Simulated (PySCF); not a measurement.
AlFBr2, SMILES [F][Al]([Br])[Br].

Geometry optimised at B3LYP-D3(BJ)/def2-SVP. The structure was generated by enumeration; whether it is a known compound was not checked.

Two levels are set side by side: TDA-PBE/def2-SVPD (PySCF) and TDA-PBE0/def2-SVPD (PySCF). Vertical, same geometry. The lowest singlet is HOMO→LUMO 99 % with PBE and HOMO→LUMO 99 % with the other functional; states are paired by order. Differences are taken from unrounded values.

```csv
quantity,TDA-PBE0
lowest singlet excitation (eV),5.91
lowest triplet excitation (TDA) (eV),5.61
first bright state (f over 0.05) (eV),6.55
its oscillator strength,0.08
```

### Question
What does TDA-PBE give, and how far is it from TDA-PBE0? (An estimate is asked for; the answer gives what the named calculation found.)

### Answer

| quantity | TDA-PBE | TDA-PBE minus TDA-PBE0 |
|---|---|---|
| lowest singlet excitation (eV) | 5.23 | -0.69 |
| lowest triplet excitation (TDA) (eV) | 4.98 | -0.63 |
| first bright state (f over 0.05) (eV) | 5.87 | -0.68 |
| its oscillator strength | 0.06 | -0.02 |

A lower first singlet is the usual sign of a functional without exact exchange. Differences between two approximate levels are no errors against the true value.

Rough cost on one machine, each run with all the roots and properties that it gave: TDA-PBE0 against TDA-PBE about 2 times.
